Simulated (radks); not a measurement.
Question: All-electron atom: Pt3+ in [Xe] 4f14 5d7. Calculated with a radial shooting solver on a logarithmic mesh with Libxc functionals: Dirac Kohn-Sham, SOGGA, spin-unpolarised, spherical densities, finite nucleus; open shells fill j = l - 1/2 first; Fermi nuclear charge, rms radius 5.427 fm. Some entries of the table are withheld. Estimate them.

orbital  occ.  eigenvalue (eV)  <1/r> (bohr^-1)  r(max) (bohr)
1s1/2       2        -78279.35            93.86        0.01062
2s1/2       2        -13771.15            23.03        0.06146
2p1/2       2        -13205.50            23.00        0.04533
2p3/2       4        -11477.60            18.86        0.05259
3s1/2       2        -3261.065            8.453         0.1729
3p1/2       2              (1)            8.370            (2)
3p3/2       4              (3)            7.293            (4)
3d3/2       4        -2199.681            7.192         0.1374
3d5/2       6        -2117.788            6.944         0.1415
4s1/2       2        -727.8793            3.573         0.3905
4p1/2       2        -619.5309            3.464         0.3889
4p3/2       4        -528.9961            3.090         0.4195
4d3/2       4        -351.0717            2.885         0.4130
4d5/2       6        -334.2319            2.797         0.4226
5s1/2       2        -136.3107            1.438         0.8695
4f5/2       6        -106.8692            2.408         0.3825
4f7/2       8        -103.4122            2.374         0.3872
5p1/2       2        -101.5388            1.313         0.9205
5p3/2       4         -86.3205            1.179          1.000
5d3/2       4         -39.4810           0.8891          1.209
5d5/2       3         -37.8388           0.8599          1.244

Answer: 
(1) 3p1/2 eigenvalue (eV): -3006.058
(2) 3p1/2 r(max) (bohr): 0.1615
(3) 3p3/2 eigenvalue (eV): -2626.264
(4) 3p3/2 r(max) (bohr): 0.1763
